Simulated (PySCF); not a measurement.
PySCF input for C2H2F3, SMILES FC[C](F)F, multiplicity 2, B3LYP-D3(BJ)/def2-SVP. 

```python
import numpy as np
from pyscf import gto, scf, dft
from pyscf.geomopt import geometric_solver

mol = gto.M(
    atom='''
    F    -1.69199907    0.55083180    0.00000000
    C    -0.92061800   -0.60905092    0.00000000
    C     0.52728229   -0.32236693   -0.00000000
    F     1.10989449    0.16384633    1.09470998
    F     1.10989448    0.16384633   -1.09470998
    H    -1.19504739   -1.15910650   -0.90465887
    H    -1.19504739   -1.15910651    0.90465888
    ''',
    basis='def2-SVP',
    charge=0,
    spin=1,
    max_memory=1600,
    verbose=3,
)
mf = dft.UKS(mol, xc='b3lyp').density_fit(auxbasis='def2-universal-jkfit')
mf.disp = 'd3bj'
mf.grids.level = 3
mf.conv_tol = 1e-9
mf.max_cycle = 100
mf.kernel()
fine, coarse = mf.grids, dft.Grids(mol).set(level=1).build(with_non0tab=True)
for _ in range(3):  # follow internal instabilities
    mf.grids = coarse
    mo, _, stable, _ = mf.stability(return_status=True, nroots=4)
    mf.grids = fine
    if stable:
        break
    mf.kernel(mf.make_rdm1(mo, mf.mo_occ))
grad = mf.nuc_grad_method()
grad.grid_response = mol.nao <= 150
conv, mol_eq = geometric_solver.kernel(grad, convergence_set='GAU_TIGHT', maxsteps=100)
print(mol_eq.tostring(format='xyz'))
mf.reset(mol_eq)
mf.kernel()
```

Output:

```
[...]
6 H     0.0000018713     0.0000083605     0.0000050660
----------------------------------------------
cycle 7: E = -376.581103618  dE = -4.94127e-08  norm(grad) = 4.75487e-05
Step    6 : Displace = 8.870e-05/1.477e-04 (rms/max) Trust = 3.000e-01 (=) Grad = 1.797e-05/3.323e-05 (rms/max) E (change) = -376.5811036181 (-4.941e-08) Quality = 1.709
Hessian Eigenvalues: 7.22322e-03 2.30000e-02 4.54180e-02 ... 4.20829e-01 5.90352e-01 6.47389e-01

Geometry optimization cycle 8
Cartesian coordinates (Angstrom)
 Atom        New coordinates             dX        dY        dZ
   F  -1.640729   0.580869   0.000000   -0.001977 -0.002470 -0.000000
   C  -0.919073  -0.604327   0.000000    0.000438 -0.000854 -0.000000
   C   0.547477  -0.359612   0.000000   -0.000079  0.001628  0.000000
   F   1.062648   0.188381   1.093407   -0.000845  0.002410 -0.000071
   F   1.062648   0.188381  -1.093407   -0.000845  0.002410  0.000071
   H  -1.184306  -1.182399  -0.899779    0.001654 -0.001562  0.000050
   H  -1.184306  -1.182399   0.899779    0.001654 -0.001562 -0.000050
converged SCF energy = -376.581103772176  <S^2> = 0.75251074  2S+1 = 2.0025092
--------------- DFUKS_Scanner gradients ---------------
         x                y                z
0 F     0.0000206401    -0.0000662593     0.0000000000
1 C    -0.0000002843     0.0001643818     0.0000000000
2 C    -0.0000471622    -0.0000600780    -0.0000000000
3 F     0.0000040321    -0.0000040470    -0.0000355212
4 F     0.0000040321    -0.0000040470     0.0000355212
5 H     0.0000093710    -0.0000149753    -0.0000117935
6 H     0.0000093710    -0.0000149753     0.0000117935
----------------------------------------------
cycle 8: E = -376.581103772  dE = -1.54077e-07  norm(grad) = 0.000202885
Step    7 : Displace = 1.936e-04/3.081e-04 (rms/max) Trust = 3.000e-01 (=) Grad = 7.668e-05/1.644e-04 (rms/max) E (change) = -376.5811037722 (-1.541e-07) Quality = 1.554
Hessian Eigenvalues: 2.41961e-03 2.30000e-02 4.53548e-02 ... 4.60771e-01 5.90352e-01 7.62040e-01

Geometry optimization cycle 9
Cartesian coordinates (Angstrom)
 Atom        New coordinates             dX        dY        dZ
   F  -1.644686   0.575629   0.000000   -0.003956 -0.005240 -0.000000
   C  -0.918051  -0.606411   0.000000    0.001022 -0.002085 -0.000000
   C   0.547419  -0.356109   0.000000   -0.000058  0.003503  0.000000
   F   1.060714   0.193663   1.093331   -0.001934  0.005282 -0.000076
   F   1.060714   0.193663  -1.093331   -0.001934  0.005282  0.000076
   H  -1.180876  -1.185770  -0.899713    0.003430 -0.003371  0.000066
   H  -1.180876  -1.185770   0.899713    0.003430 -0.003371 -0.000066
converged SCF energy = -376.581104031158  <S^2> = 0.75251064  2S+1 = 2.0025091
--------------- DFUKS_Scanner gradients ---------------
         x                y                z
0 F     0.0000244944    -0.0001158731     0.0000000000
1 C     0.0000549548     0.0003081781     0.0000000001
2 C    -0.0000892573    -0.0000698928    -0.0000000000
3 F    -0.0000067470    -0.0000181102    -0.0000896433
4 F    -0.0000067470    -0.0000181103     0.0000896433
5 H     0.0000116510    -0.0000430959    -0.0000188952
6 H     0.0000116510    -0.0000430958     0.0000188951
----------------------------------------------
cycle 9: E = -376.581104031  dE = -2.58982e-07  norm(grad) = 0.000382611
Step    8 : Displace = 2.252e-04/3.690e-04 (rms/max) Trust = 3.000e-01 (=) Grad = 1.446e-04/3.130e-04 (rms/max) E (change) = -376.5811040312 (-2.590e-07) Quality = 1.560
Hessian Eigenvalues: 9.87137e-04 2.30000e-02 4.56549e-02 ... 4.56369e-01 5.90352e-01 8.35826e-01

Geometry optimization cycle 10
Cartesian coordinates (Angstrom)
 Atom        New coordinates             dX        dY        dZ
   F  -1.652097   0.565194   0.000000   -0.007411 -0.010435 -0.000000
   C  -0.915964  -0.610867   0.000000    0.002087 -0.004456 -0.000000
   C   0.547414  -0.349175   0.000000   -0.000005  0.006934  0.000000
   F   1.056631   0.204364   1.093279   -0.004083  0.010702 -0.000052
   F   1.056631   0.204364  -1.093279   -0.004083  0.010702  0.000052
   H  -1.174128  -1.192493  -0.899650    0.006748 -0.006723  0.000063
   H  -1.174128  -1.192493   0.899650    0.006748 -0.006723 -0.000063
converged SCF energy = -376.581104477959  <S^2> = 0.75251078  2S+1 = 2.0025092
--------------- DFUKS_Scanner gradients ---------------
         x                y                z
0 F     0.0000336974    -0.0001598690     0.0000000000
1 C     0.0000877753     0.0004297465     0.0000000001
2 C    -0.0001126179    -0.0000662924    -0.0000000000
3 F    -0.0000169058    -0.0000310495    -0.0001313352
4 F    -0.0000169058    -0.0000310495     0.0001313352
5 H     0.0000124784    -0.0000707431    -0.0000243095
6 H     0.0000124784    -0.0000707430     0.0000243094
----------------------------------------------
cycle 10: E = -376.581104478  dE = -4.46802e-07  norm(grad) = 0.000533533
Step    9 : Displace = 1.871e-04/2.901e-04 (rms/max) Trust = 3.000e-01 (=) Grad = 2.017e-04/4.386e-04 (rms/max) E (change) = -376.5811044780 (-4.468e-07) Quality = 1.506
Hessian Eigenvalues: 5.78950e-04 2.30000e-02 4.57308e-02 ... 4.41819e-01 5.90352e-01 7.76161e-01

Geometry optimization cycle 11
Cartesian coordinates (Angstrom)
 Atom        New coordinates             dX        dY        dZ
   F  -1.661232   0.551558   0.000000   -0.009135 -0.013635 -0.000000
   C  -0.913129  -0.617013   0.000000    0.002835 -0.006146 -0.000000
   C   0.547475  -0.340183   0.000000    0.000061  0.008992  0.000000
   F   1.050998   0.218475   1.093308   -0.005634  0.014111  0.000029
   F   1.050998   0.218475  -1.093308   -0.005634  0.014111 -0.000029
   H  -1.165375  -1.201209  -0.899652    0.008753 -0.008716 -0.000002
   H  -1.165375  -1.201209   0.899652    0.008753 -0.008716  0.000002
converged SCF energy = -376.58110499213  <S^2> = 0.75251149  2S+1 = 2.0025099
--------------- DFUKS_Scanner gradients ---------------
         x                y                z
0 F     0.0000277804    -0.0001392034    -0.0000000000
1 C     0.0000859177     0.0003808522     0.0000000001
2 C    -0.0000953055    -0.0000404496    -0.0000000000
3 F    -0.0000178071    -0.0000316666    -0.0001200182
4 F    -0.0000178071    -0.0000316666     0.0001200182
5 H     0.0000086108    -0.0000689330    -0.0000201146
6 H     0.0000086108    -0.0000689330     0.0000201145
----------------------------------------------
cycle 11: E = -376.581104992  dE = -5.1417e-07  norm(grad) = 0.000474561
Step   10 : Displace = 5.913e-05/7.812e-05 (rms/max) Trust = 3.000e-01 (=) Grad = 1.794e-04/3.904e-04 (rms/max) E (change) = -376.5811049921 (-5.142e-07) Quality = 1.403
Hessian Eigenvalues: 5.39455e-04 2.30000e-02 4.57231e-02 ... 4.08144e-01 5.90352e-01 6.54235e-01

Geometry optimization cycle 12
Cartesian coordinates (Angstrom)
 Atom        New coordinates             dX        dY        dZ
   F  -1.665786   0.544073  -0.000000   -0.004554 -0.007485 -0.000000
   C  -0.911480  -0.620725   0.000000    0.001649 -0.003712 -0.000000
   C   0.547615  -0.335295   0.000000    0.000140  0.004889  0.000000
   F   1.047633   0.226425   1.093411   -0.003364  0.007950  0.000103
   F   1.047633   0.226425  -1.093411   -0.003364  0.007950 -0.000103
   H  -1.160628  -1.206005  -0.899733    0.004747 -0.004796 -0.000081
   H  -1.160628  -1.206005   0.899733    0.004747 -0.004796  0.000081
converged SCF energy = -376.581105280908  <S^2> = 0.75251222  2S+1 = 2.0025106
--------------- DFUKS_Scanner gradients ---------------
         x                y                z
0 F     0.0000131708    -0.0000600454    -0.0000000000
1 C     0.0000382381     0.0001680338     0.0000000000
2 C    -0.0000375427    -0.0000089877     0.0000000000
3 F    -0.0000095924    -0.0000158464    -0.0000536667
4 F    -0.0000095924    -0.0000158464     0.0000536667
5 H     0.0000026593    -0.0000336540    -0.0000085890
6 H     0.0000026594    -0.0000336540     0.0000085890
----------------------------------------------
cycle 12: E = -376.581105281  dE = -2.88778e-07  norm(grad) = 0.00020938
Step   11 : Displace = 2.952e-04/4.953e-04 (rms/max) Trust = 3.000e-01 (=) Grad = 7.914e-05/1.723e-04 (rms/max) E (change) = -376.5811052809 (-2.888e-07) Quality = 1.295
Hessian Eigenvalues: 6.29853e-04 2.30000e-02 4.51653e-02 ... 3.82152e-01 5.90352e-01 5.91436e-01

Geometry optimization cycle 13
Cartesian coordinates (Angstrom)
 Atom        New coordinates             dX        dY        dZ
   F  -1.665538   0.544041  -0.000000    0.000248 -0.000032  0.000000
   C  -0.911417  -0.621016   0.000000    0.000063 -0.000291 -0.000000
   C   0.547723  -0.335294   0.000000    0.000108  0.000001 -0.000000
   F   1.047460   0.226649   1.093477   -0.000173  0.000224  0.000066
   F   1.047460   0.226649  -1.093477   -0.000173  0.000224 -0.000066
   H  -1.160664  -1.206068  -0.899797   -0.000036 -0.000062 -0.000064
   H  -1.160664  -1.206068   0.899797   -0.000036 -0.000062  0.000064
converged SCF energy = -376.581105334875  <S^2> = 0.75251253  2S+1 = 2.0025109
--------------- DFUKS_Scanner gradients ---------------
         x                y                z
0 F     0.0000032364    -0.0000077350    -0.0000000000
1 C     0.0000025488     0.0000223263     0.0000000000
2 C    -0.0000011706     0.0000010574     0.0000000000
3 F    -0.0000021257    -0.0000020955    -0.0000067842
4 F    -0.0000021257    -0.0000020955     0.0000067842
5 H    -0.0000001816    -0.0000057288    -0.0000013144
6 H    -0.0000001816    -0.0000057287     0.0000013144
----------------------------------------------
cycle 13: E = -376.581105335  dE = -5.39672e-08  norm(grad) = 2.75096e-05
Step   12 : Displace = 2.007e-04/3.249e-04 (rms/max) Trust = 3.000e-01 (=) Grad = 1.040e-05/2.247e-05 (rms/max) E (change) = -376.5811053349 (-5.397e-08) Quality = 1.119
Hessian Eigenvalues: 6.33845e-04 2.30000e-02 4.53253e-02 ... 3.78746e-01 5.80183e-01 5.90352e-01

Geometry optimization cycle 14
Cartesian coordinates (Angstrom)
 Atom        New coordinates             dX        dY        dZ
   F  -1.664844   0.545062  -0.000000    0.000694  0.001021  0.000000
   C  -0.911625  -0.620600   0.000000   -0.000208  0.000416  0.000000
   C   0.547736  -0.335964   0.000000    0.000014 -0.000670 -0.000000
   F   1.047878   0.225620   1.093486    0.000417 -0.001029  0.000009
   F   1.047878   0.225620  -1.093486    0.000417 -0.001029 -0.000009
   H  -1.161331  -1.205422  -0.899808   -0.000667  0.000645 -0.000011
   H  -1.161331  -1.205422   0.899808   -0.000667  0.000645  0.000011
converged SCF energy = -376.581105336316  <S^2> = 0.75251257  2S+1 = 2.002511
--------------- DFUKS_Scanner gradients ---------------
         x                y                z
0 F     0.0000014193    -0.0000015934    -0.0000000000
1 C    -0.0000000025    -0.0000007278    -0.0000000000
2 C    -0.0000027900     0.0000003654     0.0000000000
3 F     0.0000005886    -0.0000000996     0.0000004210
4 F     0.0000005886    -0.0000000996    -0.0000004210
5 H     0.0000000980     0.0000010775     0.0000015671
6 H     0.0000000980     0.0000010775    -0.0000015671
----------------------------------------------
cycle 14: E = -376.581105336  dE = -1.44087e-09  norm(grad) = 4.61746e-06
Step   13 : Displace = 2.074e-05/3.209e-05 (rms/max) Trust = 3.000e-01 (=) Grad = 1.745e-06/2.814e-06 (rms/max) E (change) = -376.5811053363 (-1.441e-09) Quality = 0.653
Hessian Eigenvalues: 6.33845e-04 2.30000e-02 4.53253e-02 ... 3.78746e-01 5.80183e-01 5.90352e-01
Converged! =D

7
XYZ from PySCF
F          -1.66484431        0.54506194       -0.00000000
C          -0.91162510       -0.62060014        0.00000000
C           0.54773628       -0.33596356        0.00000000
F           1.04787761        0.22562004        1.09348574
F           1.04787761        0.22562004       -1.09348574
H          -1.16133134       -1.20542236       -0.89980801
H          -1.16133134       -1.20542236        0.89980802
converged SCF energy = -376.581105336414  <S^2> = 0.75251269  2S+1 = 2.0025111
```

Self-consistency was reached.

Cost: roughly 110 core-seconds.
